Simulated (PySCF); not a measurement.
Se(Me)(OMe) (C₂H₆OSe), SMILES CO[Se]C.

Coordinates come from a B3LYP-D3(BJ)/def2-SVP optimisation. One conformer was computed; it need not be the lowest.

Two levels are set side by side: PBE/def2-TZVP (PySCF) and r2SCAN/def2-TZVP (PySCF). Same geometry, gas phase. Differences are taken from unrounded values.

```json
[
 {"quantity": "orbital gap (eV)", "r2SCAN": "3.71"},
 {"quantity": "highest occupied level (eV)", "r2SCAN": "-5.36"},
 {"quantity": "lowest empty level (eV)", "r2SCAN": "-1.65"},
 {"quantity": "dipole moment (D)", "r2SCAN": "1.86"},
 {"quantity": "mean polarisability (bohr³)", "r2SCAN": "56.8"}
]
```

### Question
What does PBE give, and how far is it from r2SCAN? (Estimate from the structure and the level; the computed values follow.)

### Answer

```
quantity                       PBE  PBE minus r2SCAN
---------------------------  -----  ----------------
orbital gap (eV)              3.27             -0.43
highest occupied level (eV)  -5.12              0.24
lowest empty level (eV)      -1.85             -0.19
dipole moment (D)             1.76             -0.10
mean polarisability (bohr³)   58.2               1.4
```

Rough cost on one machine, each run with all the roots and properties that it gave: r2SCAN against PBE about 3 times.
